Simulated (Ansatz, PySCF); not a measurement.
(1E)-1-bromobuta-1,3-diene (C4H5Br), SMILES C(/Br)=C\C=C. Atoms are numbered in the order given.

```xyz
10

C     -0.3782    -3.6580     0.0000
C      0.3760    -2.5464     0.0000
C     -0.1662    -1.1956     0.0000
C      0.6084    -0.0999     0.0000
Br    -0.0777     1.6610     0.0000
H     -1.4712    -3.6039     0.0000
H      0.0721    -4.6531     0.0000
H      1.4685    -2.6367     0.0000
H     -1.2558    -1.0873     0.0000
H      1.6999    -0.1366     0.0000
```
Charge 0, spin multiplicity 1.

Geometry: B3LYP-D3(BJ)/def2-SVP. The values are those of a single conformer.

Two levels are set side by side: PBE-D3(BJ)/def2-SVP (Ansatz, a quantum-chemistry and plane-wave program) and B3LYP-D3(BJ)/def2-SVP (Ansatz). Each level has its own optimised geometry; the coordinates shown are those of the second. Frequencies come from the Hessian of PySCF at each geometry. Differences are taken from unrounded values.

```tsv
quantity	B3LYP-D3(BJ)	PBE-D3(BJ)	PBE-D3(BJ) minus B3LYP-D3(BJ)
mean bond length (Å)	1.278	1.284	0.006
bond C1–C2 (Å)	1.343	1.353	0.010
bond C2–C3 (Å)	1.456	1.453	-0.002
bond C3–C4 (Å)	1.342	1.353	0.011
bond C4–Br5 (Å)	1.890	1.885	-0.005
bond C1–H6 (Å)	1.094	1.102	0.008
bond C1–H7 (Å)	1.092	1.100	0.008
bond C2–H8 (Å)	1.096	1.105	0.008
bond C3–H9 (Å)	1.095	1.103	0.008
bond C4–H10 (Å)	1.092	1.101	0.009
highest harmonic wavenumber (cm⁻¹)	3241	3181	-59
mean harmonic wavenumber (cm⁻¹)	1380	1343	-38
zero-point energy (kcal/mol)	47.35	46.07	-1.29
```

GGA bonds tend to be longer and softer than those of functionals with exact exchange. Differences between two approximate levels are no errors against the true value.
